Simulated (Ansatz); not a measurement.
`B[SiH2][CH2][InH2]` + H–F → `B[SiH2]CF` + `[InH3]`  (substitution at a C–In bond)

Calculated with Ansatz (gas phase, PBE0-D4/def2-TZVP geometries, no zero-point term in ΔE). CCSD(T)/CBS adds triple-zeta CCSD(T) − MP2 to the extrapolated MP2 energy (def2 sets, frozen cores). This one scheme is used for every species. Functionals use def2-TZVPP. B3LYP here is the variant with VWN-RPA as its local correlation; programs differ in this. Elements past krypton have def2 core potentials. For In outer-core shells are correlated without core-valence functions, which leaves a few kJ/mol of doubt a bond. Each species was taken in one conformer, which may not be the lowest.

| level | ΔE (kJ/mol) | difference from CCSD(T)/CBS |
| --- | --- | --- |
| r2SCAN-D4 | 100.8 | -23.7 |
| PBE0-D4 | 104.0 | -20.5 |
| B3LYP-D4 | 92.0 | -32.5 |
| B2PLYP | 96.9 | -27.6 |
| PBE0 | 97.1 | -27.4 |
| CCSD/def2-TZVPP | 108.1 | -16.4 |
| CCSD(T)/def2-TZVPP | 113.9 | -10.6 |
| HF/def2-QZVPP | 67.3 | -57.2 |
| MP2/def2-QZVPP | 138.6 | 14.1 |
| HF/CBS(def2) | 67.3 | -57.2 |
| CCSD(T)/CBS | 124.5 | 0 |

Largest T1 diagnostic among the species: 0.014.

In def2-TZVPP, CCSD(T) changes the Hartree–Fock value by +47.1 kJ/mol (the triples alone add +5.8 kJ/mol) and MP2 by +65.5 kJ/mol. From PBE to PBE0 (25 % exact exchange), in def2-TZVPP and without D4, ΔE moves by +4.4 kJ/mol. The D4 term adds +12.7 kJ/mol with B3LYP and +6.9 kJ/mol with PBE0; it sums over pairs of atoms, weighted by their polarisabilities, and B3LYP, whose exchange is more repulsive, gets the larger term.
